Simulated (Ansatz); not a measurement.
`[F][Al]([Br])[Br]` + NH₃ → `[NH2][Al]([Br])[Br]` + H–F at 400 K and 1 bar (ligand exchange at the Al–F bond).

Computed with Ansatz on PBE0-D4/def2-TZVP structures; ΔE is electronic, products minus reactants. CBS: MP2 limit from def2 TZ/QZ plus the TZ coupled-cluster correction, frozen cores. This one scheme is used for every species. For Br outer-core shells are correlated without core-valence functions, which leaves a few kJ/mol of doubt a bond. Scalar relativity is left out up to krypton. One conformer a species, not always the lowest.

```
              species  CCSD(T)/CBS energy (Eh)  H − E (kJ/mol)  S (J/(mol·K))
  `[F][Al]([Br])[Br]`              -5488.66195            37.2          355.8
                  NH₃                -56.50880           104.2          203.1
`[NH2][Al]([Br])[Br]`              -5444.74521           102.7          373.5
                  H–F               -100.39570            36.5          182.2
```

H − E and S are ideal-gas, rigid-rotor, harmonic terms from PBE0-D4/def2-TZVP, for one conformer and one mirror image of each species. 1 Eh = 2625.50 kJ/mol, R = 8.31446 J/(mol·K).

Q: By hand: ΔE, ΔH, ΔS and ΔG.

A: ΔE = (-5444.74521) + (-100.39570) − (-5488.66195) − (-56.50880) = 0.02984 Eh = 78.3 kJ/mol. Δ(H − E) = 102.7 + 36.5 − 37.2 − 104.2 = -2.2, so ΔH = 76.1 kJ/mol. ΔS = 373.5 + 182.2 − 355.8 − 203.1 = -3.2 J/(mol·K). ΔG = 76.1 − 400 × (-3.2)/1000 = 77.4 kJ/mol.

Q: By hand: the equilibrium constant, and the temperature at which ΔG would vanish if ΔH and ΔS stayed fixed.

A: log₁₀ K = −ΔG/(RT ln 10) = -10.1. ΔH and −TΔS have one sign here, so there is no such temperature.

The number of gas molecules stays the same, so ΔS is small and ΔH decides. A doubt of 5 kJ/mol in ΔE shifts log₁₀ K by 0.7 here. Other conformers and mirror images would add mixing entropy, several J/(mol·K) or more a flexible species. These are equilibria of isolated gas molecules and say nothing of rates. Largest T1 diagnostic: 0.008 (customary marks: 0.02 for closed shells, 0.045 for open ones).

ΔS is within the doubt of such terms, so its sign, and with it that verdict, could turn.
